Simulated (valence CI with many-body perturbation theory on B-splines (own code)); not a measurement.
# W68+: fill in the table

Level of theory: valence CI with perturbative core correlation (CI+MBPT): four valence electrons over a frozen Dirac-Fock core [He], radial functions for each j: 11 s, 11 p, 9 d, 7 f, 5 g, 2 h, 1 i, with the one-electron correlation potential Σ1 (screened to all orders), the two-electron term Σ2, the three-electron term Σ3, Breit, model QED; selected single and double excitations, second order for the rest (own B-spline code, finite nucleus).

No measured spectrum was set against this ion. As an estimate, large intervals hold to a few tenths of a per cent, small ones and those within an open d or f shell to about a per cent. Among the levels kept, up to 270 cm⁻¹ of a level comes from second order outside the variational space, and about a tenth of that is noise between levels of different J, which matters for small intervals.

| Level | E (eV) |
| --- | --- |
| (2s^2 2p1/2^2) J=0 | 0.0 |
| (2s^2 2p1/2 2p3/2) J=1 | 1411.4 |
| (2s^2 2p1/2 2p3/2) J=2 | 1429.6 |
| (2s 2p1/2^2 2p3/2) J=2 | ? |
| (2s 2p1/2^2 2p3/2) J=1 | ? |
| (2s^2 2p3/2^2) J=2 | 2865.1 |
| (2s^2 2p3/2^2) J=0 | 2928.1 |
| (2s 2p1/2 2p3/2^2) J=2 [a] | ? |
| (2s 2p1/2 2p3/2^2) J=3 | 3140.7 |
| (2s 2p1/2 2p3/2^2) J=0 | 3203.7 |
| (2s 2p1/2 2p3/2^2) J=1 [a] | 3226.5 |
| (2s 2p1/2 2p3/2^2) J=2 [b] | 3235.6 |
| (2s 2p1/2 2p3/2^2) J=1 [b] | ? |
| (2p1/2^2 2p3/2^2) J=2 | ? |
| (2p1/2^2 2p3/2^2) J=0 | 3621.0 |
| (2s 2p3/2^3) J=2 | 4610.9 |
| (2s 2p3/2^3) J=1 | 4697.4 |
| (2p1/2 2p3/2^3) J=1 | 4982.8 |
| (2p1/2 2p3/2^3) J=2 | 5001.2 |
| (2p3/2^4) J=0 | ? |

Levels are named by their leading jj configuration (3d3/2^4 stands for four electrons in 3d with j = 3/2), which in mixed levels can hold well under half, so a name can repeat and another be missing. Letters in brackets count levels of one name in rising energy.

Question: The levels stand in rising order. What does the calculation give for the missing energies?

Answer: (2s 2p1/2^2 2p3/2) J=2 1713.5; (2s 2p1/2^2 2p3/2) J=1 1801.7; (2s 2p1/2 2p3/2^2) J=2 [a] 3096.2; (2s 2p1/2 2p3/2^2) J=1 [b] 3240.0; (2p1/2^2 2p3/2^2) J=2 3555.3; (2p3/2^4) J=0 6465.0.
